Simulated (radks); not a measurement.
Values are calculated unless marked as measured or tabulated.
Neutral cadmium inside a hard spherical wall (all orbitals vanish at R), configuration held at [Kr] 4d10 5s2 and not refilled when levels cross. Level of theory: scalar-relativistic Kohn-Sham, LDA (Slater exchange, VWN5 correlation), spin-unpolarised, spherical densities, point nucleus (a radial shooting solver on a logarithmic mesh with Libxc functionals). Eigenvalues in eV, with the zero of energy where the potential of the charges vanishes at infinity; a dash marks a level that is unbound or too diffuse for the functional's potential to be trusted. A positive occupied level is held by the wall or, in an anion where self-interaction has pushed it up, behind a barrier. The pressure on the wall is -dE/dV.

R (bohr)  E (hartree)  kinetic (hartree)    e(4s)    e(4p)    e(4d)   e(5s)  e(5p, empty)  e(6s, empty)  pressure (GPa)
free      -5589.63123           5814.927  -105.85  -66.994  -11.903  -5.955        -1.324        -0.016               0
15        -5589.63123           5814.927  -105.85  -66.994  -11.903  -5.955        -1.321         0.353        < 0.0001
12        -5589.63122           5814.927  -105.85  -66.992  -11.901  -5.954        -1.301         0.822        0.000233
8         -5589.62933           5814.944  -105.73  -66.879  -11.791  -5.849        -0.928         3.782          0.0876
7         -5589.62457           5814.979  -105.55  -66.691  -11.608  -5.660        -0.487         6.155           0.398
5         -5589.54792           5815.395  -103.99  -65.147  -10.134  -3.783         2.774        19.684            10.2
4         -5589.30490           5816.507  -101.12  -62.327   -7.472   0.351         8.808        40.598            68.9
3         -5588.05431           5821.648  -92.270  -53.787    0.888  15.755        28.864        99.499             714
2         -5577.70754           5860.250  -57.590  -19.385   39.028  102.37        128.73        334.43           16700
1.5       -5544.92252           5967.677    6.647   49.341   118.23  301.30        339.19        762.50          136000
